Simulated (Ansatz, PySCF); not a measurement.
Dissociation curve of Cr(O)2(Cl)2, SMILES [O]=[Cr](=[O])([Cl])[Cl] (Cl2CrO2). The Cr1–O5 bond (Cr1 also carries Cl, Cl, O; O5 carries nothing else) is pulled apart rigidly from the PBE0/def2-TZVP optimised geometry.

UKS-PBE0 = unrestricted PBE0/def2-TZVP (Ansatz, a first-principles code); RKS-PBE0 = Ansatz with restricted PBE0/def2-TZVP; UKS-CAM-B3LYP = unrestricted CAM-B3LYP/def2-TZVP (Ansatz); RKS-CAM-B3LYP = restricted CAM-B3LYP/def2-TZVP (Ansatz); UKS-PBE = unrestricted PBE/def2-TZVP run with Ansatz; RKS-PBE = Ansatz with restricted PBE/def2-TZVP; UKS-B3LYP/6-31G* = PySCF 2.14.0 with unrestricted B3LYP/6-31G*, spherical d; RKS-B3LYP/6-31G* = PySCF 2.14.0 with restricted B3LYP/6-31G*, spherical d; UKS-LDA (SVWN5)/6-31G* = PySCF with unrestricted LDA (SVWN5)/6-31G*, spherical d; RKS-LDA (SVWN5)/6-31G* = restricted LDA (SVWN5)/6-31G*, spherical d in PySCF; UKS-M06-2X/6-31G* = unrestricted M06-2X/6-31G*, spherical d (PySCF); RKS-M06-2X/6-31G* = restricted M06-2X/6-31G*, spherical d (PySCF).

Scanned distances (Å): 1.27, 1.36, 1.44, 1.49, 1.54, 1.58, 1.66, 1.76, 1.87, 2.04, 2.25, 2.49, 2.86, 3.23, 3.73, 4.46.

Q: Where does the unrestricted solution first break spin symmetry (<S²> of 0.01 or more)?

A: UKS-PBE0: between 1.66 and 1.76 Å; UKS-CAM-B3LYP: between 1.66 and 1.76 Å; UKS-PBE: between 1.87 and 2.04 Å; UKS-B3LYP/6-31G*: between 1.66 and 1.76 Å; UKS-LDA (SVWN5)/6-31G*: between 1.87 and 2.04 Å; UKS-M06-2X/6-31G*: between 1.58 and 1.66 Å.

```json
[
 {"R / Å": "1.27", "<S²> UKS-PBE0": "0.00", "E(RKS-PBE0) − E(UKS-PBE0) / kcal/mol": "0.0", "<S²> UKS-CAM-B3LYP": "0.00", "E(RKS-CAM-B3LYP) − E(UKS-CAM-B3LYP) / kcal/mol": "0.0", "<S²> UKS-PBE": "0.00", "E(RKS-PBE) − E(UKS-PBE) / kcal/mol": "0.0", "<S²> UKS-B3LYP/6-31G*": "0.00", "E(RKS-B3LYP/6-31G*) − E(UKS-B3LYP/6-31G*) / kcal/mol": "0.0", "<S²> UKS-LDA (SVWN5)/6-31G*": "0.00", "E(RKS-LDA (SVWN5)/6-31G*) − E(UKS-LDA (SVWN5)/6-31G*) / kcal/mol": "0.0", "<S²> UKS-M06-2X/6-31G*": "0.00", "E(RKS-M06-2X/6-31G*) − E(UKS-M06-2X/6-31G*) / kcal/mol": "0.0"},
 {"R / Å": "1.36", "<S²> UKS-PBE0": "0.00", "E(RKS-PBE0) − E(UKS-PBE0) / kcal/mol": "0.0", "<S²> UKS-CAM-B3LYP": "0.00", "E(RKS-CAM-B3LYP) − E(UKS-CAM-B3LYP) / kcal/mol": "0.0", "<S²> UKS-PBE": "0.00", "E(RKS-PBE) − E(UKS-PBE) / kcal/mol": "0.0", "<S²> UKS-B3LYP/6-31G*": "0.00", "E(RKS-B3LYP/6-31G*) − E(UKS-B3LYP/6-31G*) / kcal/mol": "0.0", "<S²> UKS-LDA (SVWN5)/6-31G*": "0.00", "E(RKS-LDA (SVWN5)/6-31G*) − E(UKS-LDA (SVWN5)/6-31G*) / kcal/mol": "0.0", "<S²> UKS-M06-2X/6-31G*": "0.00", "E(RKS-M06-2X/6-31G*) − E(UKS-M06-2X/6-31G*) / kcal/mol": "0.0"},
 {"R / Å": "1.44", "<S²> UKS-PBE0": "0.00", "E(RKS-PBE0) − E(UKS-PBE0) / kcal/mol": "0.0", "<S²> UKS-CAM-B3LYP": "0.00", "E(RKS-CAM-B3LYP) − E(UKS-CAM-B3LYP) / kcal/mol": "0.0", "<S²> UKS-PBE": "0.00", "E(RKS-PBE) − E(UKS-PBE) / kcal/mol": "0.0", "<S²> UKS-B3LYP/6-31G*": "0.00", "E(RKS-B3LYP/6-31G*) − E(UKS-B3LYP/6-31G*) / kcal/mol": "0.0", "<S²> UKS-LDA (SVWN5)/6-31G*": "0.00", "E(RKS-LDA (SVWN5)/6-31G*) − E(UKS-LDA (SVWN5)/6-31G*) / kcal/mol": "0.0", "<S²> UKS-M06-2X/6-31G*": "0.00", "E(RKS-M06-2X/6-31G*) − E(UKS-M06-2X/6-31G*) / kcal/mol": "0.0"},
 {"R / Å": "1.49", "<S²> UKS-PBE0": "0.00", "E(RKS-PBE0) − E(UKS-PBE0) / kcal/mol": "0.0", "<S²> UKS-CAM-B3LYP": "0.00", "E(RKS-CAM-B3LYP) − E(UKS-CAM-B3LYP) / kcal/mol": "0.0", "<S²> UKS-PBE": "0.00", "E(RKS-PBE) − E(UKS-PBE) / kcal/mol": "0.0", "<S²> UKS-B3LYP/6-31G*": "0.00", "E(RKS-B3LYP/6-31G*) − E(UKS-B3LYP/6-31G*) / kcal/mol": "0.0", "<S²> UKS-LDA (SVWN5)/6-31G*": "0.00", "E(RKS-LDA (SVWN5)/6-31G*) − E(UKS-LDA (SVWN5)/6-31G*) / kcal/mol": "0.0", "<S²> UKS-M06-2X/6-31G*": "0.00", "E(RKS-M06-2X/6-31G*) − E(UKS-M06-2X/6-31G*) / kcal/mol": "0.0"},
 {"R / Å": "1.54", "<S²> UKS-PBE0": "0.00", "E(RKS-PBE0) − E(UKS-PBE0) / kcal/mol": "0.0", "<S²> UKS-CAM-B3LYP": "0.00", "E(RKS-CAM-B3LYP) − E(UKS-CAM-B3LYP) / kcal/mol": "0.0", "<S²> UKS-PBE": "0.00", "E(RKS-PBE) − E(UKS-PBE) / kcal/mol": "0.0", "<S²> UKS-B3LYP/6-31G*": "0.00", "E(RKS-B3LYP/6-31G*) − E(UKS-B3LYP/6-31G*) / kcal/mol": "0.0", "<S²> UKS-LDA (SVWN5)/6-31G*": "0.00", "E(RKS-LDA (SVWN5)/6-31G*) − E(UKS-LDA (SVWN5)/6-31G*) / kcal/mol": "0.0", "<S²> UKS-M06-2X/6-31G*": "0.00", "E(RKS-M06-2X/6-31G*) − E(UKS-M06-2X/6-31G*) / kcal/mol": "0.0"},
 {"R / Å": "1.58", "<S²> UKS-PBE0": "0.00", "E(RKS-PBE0) − E(UKS-PBE0) / kcal/mol": "0.0", "<S²> UKS-CAM-B3LYP": "0.00", "E(RKS-CAM-B3LYP) − E(UKS-CAM-B3LYP) / kcal/mol": "0.0", "<S²> UKS-PBE": "0.00", "E(RKS-PBE) − E(UKS-PBE) / kcal/mol": "0.0", "<S²> UKS-B3LYP/6-31G*": "0.00", "E(RKS-B3LYP/6-31G*) − E(UKS-B3LYP/6-31G*) / kcal/mol": "0.0", "<S²> UKS-LDA (SVWN5)/6-31G*": "0.00", "E(RKS-LDA (SVWN5)/6-31G*) − E(UKS-LDA (SVWN5)/6-31G*) / kcal/mol": "0.0", "<S²> UKS-M06-2X/6-31G*": "0.00", "E(RKS-M06-2X/6-31G*) − E(UKS-M06-2X/6-31G*) / kcal/mol": "0.0"},
 {"R / Å": "1.66", "<S²> UKS-PBE0": "0.00", "E(RKS-PBE0) − E(UKS-PBE0) / kcal/mol": "0.0", "<S²> UKS-CAM-B3LYP": "0.00", "E(RKS-CAM-B3LYP) − E(UKS-CAM-B3LYP) / kcal/mol": "0.0", "<S²> UKS-PBE": "0.00", "E(RKS-PBE) − E(UKS-PBE) / kcal/mol": "0.0", "<S²> UKS-B3LYP/6-31G*": "0.00", "E(RKS-B3LYP/6-31G*) − E(UKS-B3LYP/6-31G*) / kcal/mol": "0.0", "<S²> UKS-LDA (SVWN5)/6-31G*": "0.00", "E(RKS-LDA (SVWN5)/6-31G*) − E(UKS-LDA (SVWN5)/6-31G*) / kcal/mol": "0.0", "<S²> UKS-M06-2X/6-31G*": "0.55", "E(RKS-M06-2X/6-31G*) − E(UKS-M06-2X/6-31G*) / kcal/mol": "3.0"},
 {"R / Å": "1.76", "<S²> UKS-PBE0": "0.46", "E(RKS-PBE0) − E(UKS-PBE0) / kcal/mol": "2.0", "<S²> UKS-CAM-B3LYP": "0.54", "E(RKS-CAM-B3LYP) − E(UKS-CAM-B3LYP) / kcal/mol": "3.4", "<S²> UKS-PBE": "0.00", "E(RKS-PBE) − E(UKS-PBE) / kcal/mol": "0.0", "<S²> UKS-B3LYP/6-31G*": "0.26", "E(RKS-B3LYP/6-31G*) − E(UKS-B3LYP/6-31G*) / kcal/mol": "0.6", "<S²> UKS-LDA (SVWN5)/6-31G*": "0.00", "E(RKS-LDA (SVWN5)/6-31G*) − E(UKS-LDA (SVWN5)/6-31G*) / kcal/mol": "0.0", "<S²> UKS-M06-2X/6-31G*": "0.90", "E(RKS-M06-2X/6-31G*) − E(UKS-M06-2X/6-31G*) / kcal/mol": "13.9"},
 {"R / Å": "1.87", "<S²> UKS-PBE0": "0.79", "E(RKS-PBE0) − E(UKS-PBE0) / kcal/mol": "9.5", "<S²> UKS-CAM-B3LYP": "0.81", "E(RKS-CAM-B3LYP) − E(UKS-CAM-B3LYP) / kcal/mol": "12.2", "<S²> UKS-PBE": "0.00", "E(RKS-PBE) − E(UKS-PBE) / kcal/mol": "0.0", "<S²> UKS-B3LYP/6-31G*": "0.68", "E(RKS-B3LYP/6-31G*) − E(UKS-B3LYP/6-31G*) / kcal/mol": "5.8", "<S²> UKS-LDA (SVWN5)/6-31G*": "0.00", "E(RKS-LDA (SVWN5)/6-31G*) − E(UKS-LDA (SVWN5)/6-31G*) / kcal/mol": "0.0", "<S²> UKS-M06-2X/6-31G*": "1.10", "E(RKS-M06-2X/6-31G*) − E(UKS-M06-2X/6-31G*) / kcal/mol": "28.0"},
 {"R / Å": "2.04", "<S²> UKS-PBE0": "1.06", "E(RKS-PBE0) − E(UKS-PBE0) / kcal/mol": "23.7", "<S²> UKS-CAM-B3LYP": "1.05", "E(RKS-CAM-B3LYP) − E(UKS-CAM-B3LYP) / kcal/mol": "27.8", "<S²> UKS-PBE": "0.39", "E(RKS-PBE) − E(UKS-PBE) / kcal/mol": "1.0", "<S²> UKS-B3LYP/6-31G*": "1.00", "E(RKS-B3LYP/6-31G*) − E(UKS-B3LYP/6-31G*) / kcal/mol": "18.1", "<S²> UKS-LDA (SVWN5)/6-31G*": "0.26", "E(RKS-LDA (SVWN5)/6-31G*) − E(UKS-LDA (SVWN5)/6-31G*) / kcal/mol": "0.4", "<S²> UKS-M06-2X/6-31G*": "1.73", "E(RKS-M06-2X/6-31G*) − E(UKS-M06-2X/6-31G*) / kcal/mol": "47.2"},
 {"R / Å": "2.25", "<S²> UKS-PBE0": "1.43", "E(RKS-PBE0) − E(UKS-PBE0) / kcal/mol": "41.2", "<S²> UKS-CAM-B3LYP": "1.42", "E(RKS-CAM-B3LYP) − E(UKS-CAM-B3LYP) / kcal/mol": "46.7", "<S²> UKS-PBE": "0.91", "E(RKS-PBE) − E(UKS-PBE) / kcal/mol": "6.7", "<S²> UKS-B3LYP/6-31G*": "1.34", "E(RKS-B3LYP/6-31G*) − E(UKS-B3LYP/6-31G*) / kcal/mol": "33.9", "<S²> UKS-LDA (SVWN5)/6-31G*": "0.85", "E(RKS-LDA (SVWN5)/6-31G*) − E(UKS-LDA (SVWN5)/6-31G*) / kcal/mol": "5.2", "<S²> UKS-M06-2X/6-31G*": "2.03", "E(RKS-M06-2X/6-31G*) − E(UKS-M06-2X/6-31G*) / kcal/mol": "77.5"},
 {"R / Å": "2.49", "<S²> UKS-PBE0": "1.77", "E(RKS-PBE0) − E(UKS-PBE0) / kcal/mol": "58.9", "<S²> UKS-CAM-B3LYP": "1.79", "E(RKS-CAM-B3LYP) − E(UKS-CAM-B3LYP) / kcal/mol": "59.8", "<S²> UKS-PBE": "1.27", "E(RKS-PBE) − E(UKS-PBE) / kcal/mol": "15.1", "<S²> UKS-B3LYP/6-31G*": "1.68", "E(RKS-B3LYP/6-31G*) − E(UKS-B3LYP/6-31G*) / kcal/mol": "51.6", "<S²> UKS-LDA (SVWN5)/6-31G*": "1.24", "E(RKS-LDA (SVWN5)/6-31G*) − E(UKS-LDA (SVWN5)/6-31G*) / kcal/mol": "12.9", "<S²> UKS-M06-2X/6-31G*": "2.13", "E(RKS-M06-2X/6-31G*) − E(UKS-M06-2X/6-31G*) / kcal/mol": "109.0"},
 {"R / Å": "2.86", "<S²> UKS-PBE0": "2.05", "E(RKS-PBE0) − E(UKS-PBE0) / kcal/mol": "73.5", "<S²> UKS-CAM-B3LYP": "2.06", "E(RKS-CAM-B3LYP) − E(UKS-CAM-B3LYP) / kcal/mol": "72.3", "<S²> UKS-PBE": "1.60", "E(RKS-PBE) − E(UKS-PBE) / kcal/mol": "27.5", "<S²> UKS-B3LYP/6-31G*": "1.70", "E(RKS-B3LYP/6-31G*) − E(UKS-B3LYP/6-31G*) / kcal/mol": "—", "<S²> UKS-LDA (SVWN5)/6-31G*": "1.58", "E(RKS-LDA (SVWN5)/6-31G*) − E(UKS-LDA (SVWN5)/6-31G*) / kcal/mol": "24.3", "<S²> UKS-M06-2X/6-31G*": "2.16", "E(RKS-M06-2X/6-31G*) − E(UKS-M06-2X/6-31G*) / kcal/mol": "145.6"},
 {"R / Å": "3.23", "<S²> UKS-PBE0": "2.09", "E(RKS-PBE0) − E(UKS-PBE0) / kcal/mol": "81.8", "<S²> UKS-CAM-B3LYP": "2.07", "E(RKS-CAM-B3LYP) − E(UKS-CAM-B3LYP) / kcal/mol": "79.2", "<S²> UKS-PBE": "1.78", "E(RKS-PBE) − E(UKS-PBE) / kcal/mol": "37.8", "<S²> UKS-B3LYP/6-31G*": "1.89", "E(RKS-B3LYP/6-31G*) − E(UKS-B3LYP/6-31G*) / kcal/mol": "—", "<S²> UKS-LDA (SVWN5)/6-31G*": "1.77", "E(RKS-LDA (SVWN5)/6-31G*) − E(UKS-LDA (SVWN5)/6-31G*) / kcal/mol": "34.0", "<S²> UKS-M06-2X/6-31G*": "2.16", "E(RKS-M06-2X/6-31G*) − E(UKS-M06-2X/6-31G*) / kcal/mol": "169.9"},
 {"R / Å": "3.73", "<S²> UKS-PBE0": "2.09", "E(RKS-PBE0) − E(UKS-PBE0) / kcal/mol": "87.2", "<S²> UKS-CAM-B3LYP": "2.08", "E(RKS-CAM-B3LYP) − E(UKS-CAM-B3LYP) / kcal/mol": "82.8", "<S²> UKS-PBE": "1.90", "E(RKS-PBE) − E(UKS-PBE) / kcal/mol": "47.9", "<S²> UKS-B3LYP/6-31G*": "1.95", "E(RKS-B3LYP/6-31G*) − E(UKS-B3LYP/6-31G*) / kcal/mol": "—", "<S²> UKS-LDA (SVWN5)/6-31G*": "1.89", "E(RKS-LDA (SVWN5)/6-31G*) − E(UKS-LDA (SVWN5)/6-31G*) / kcal/mol": "43.4", "<S²> UKS-M06-2X/6-31G*": "2.16", "E(RKS-M06-2X/6-31G*) − E(UKS-M06-2X/6-31G*) / kcal/mol": "191.2"},
 {"R / Å": "4.46", "<S²> UKS-PBE0": "2.09", "E(RKS-PBE0) − E(UKS-PBE0) / kcal/mol": "89.9", "<S²> UKS-CAM-B3LYP": "2.08", "E(RKS-CAM-B3LYP) − E(UKS-CAM-B3LYP) / kcal/mol": "83.3", "<S²> UKS-PBE": "1.96", "E(RKS-PBE) − E(UKS-PBE) / kcal/mol": "56.0", "<S²> UKS-B3LYP/6-31G*": "1.94", "E(RKS-B3LYP/6-31G*) − E(UKS-B3LYP/6-31G*) / kcal/mol": "—", "<S²> UKS-LDA (SVWN5)/6-31G*": "1.95", "E(RKS-LDA (SVWN5)/6-31G*) − E(UKS-LDA (SVWN5)/6-31G*) / kcal/mol": "50.4", "<S²> UKS-M06-2X/6-31G*": "2.16", "E(RKS-M06-2X/6-31G*) − E(UKS-M06-2X/6-31G*) / kcal/mol": "208.9"}
]
```

Dashes: no converged value, or the column stops at the first point that the program doubted or that broke a chosen test of continuity, which isn't proof of a fault.
